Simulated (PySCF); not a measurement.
Species: Hf(NH2)4 (singlet state).
Cartesian coordinates in Å at the PBE0-D3(BJ)/def2-SVP level; atoms count from 1:
```
atom  x, y, z in Å
Hf1   -0.003   -0.006    0.001
N2    -0.108    0.073    2.045
H3    -0.937   -0.191    2.576
H4     0.627    0.305    2.708
N5     1.957    0.052   -0.595
H6     2.544   -0.708   -0.927
H7     2.492    0.916   -0.663
N8    -0.957    1.612   -0.820
H9    -0.834    1.903   -1.789
H10   -1.574    2.283   -0.369
N11   -0.881   -1.752   -0.619
H12   -0.778   -2.638   -0.128
H13   -1.518   -1.900   -1.398
```

Method: PBE0-D3(BJ)/def2-SVP geometry optimisation, gas phase, def2 core potentials past Kr in PySCF.

(1) Which atoms are bound to Hf1, and at what distances?

(2) List the angles at Hf1.

(3) What is the shape at Hf1?

(4) What are the other bond lengths?

## Answers

(1) 4 atoms: N2 2.049 Å, N5 2.049 Å, N8 2.050 Å, N11 2.050 Å. The nearest atom not counted as bound is H7, at 2.74 Å (others tie with it).

(2) 
| angle | degrees | distance of the outer atoms (Å) |
| --- | --- | --- |
| N8–Hf1–N11 | 110.6 | 3.37 |
| N2–Hf1–N8 | 110.2 | 3.36 |
| N5–Hf1–N11 | 110.2 | 3.36 |
| N2–Hf1–N5 | 109.8 | 3.35 |
| N2–Hf1–N11 | 108.2 | 3.32 |
| N5–Hf1–N8 | 107.8 | 3.31 |

(3) Tetrahedral: angles from 107.8° to 110.6°; τ4 = (360° − α − β)/141° = 0.99 with α and β the two widest (0 for a square, 1 for a tetrahedron).

(4) N2–H3 and 7 like bonds 1.018 Å.

Charge 0, singlet. No frequency check.
